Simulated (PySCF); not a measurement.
W(O)2(F)(NH2) (FH2NO2W), SMILES [NH2][W](=[O])(=[O])[F], multiplicity 1. Geometry optimised at PBE0-D3(BJ)/def2-SVP. The multiplicity is an assumed one; no other spin state was optimised. The structure was generated by enumeration; whether it is a known compound was not checked. The def2 effective core potentials stand for the cores of W; spin–orbit coupling is left out. The values are those of a single conformer.

The numbers are results of PBE0-D3(BJ)/def2-SVP run with PySCF 2.14.0, not measurements.

Harmonic wavenumbers (cm⁻¹): 192, 209, 228, 247, 333, 371, 529, 679, 699, 737, 1020, 1058, 1516, 3580, 3681. Rotational constants (GHz): 3.773, 3.261, 3.120; symmetry number 1.

Task: Work out the zero-point energy and the ideal-gas rigid-rotor harmonic-oscillator thermochemistry at 298.15 K and 1 atm.

Result: ZPE = ½ Σ hcν = ½ × 15078 cm⁻¹ = 90.19 kJ/mol. H − E(el) = 109.17 kJ/mol. Entropy in J/(mol K): translation 177.65, rotation 111.00, vibration 49.76, total 338.41. G − E(el) = 8.27 kJ/mol. Cp = 95.09 J/(mol K).
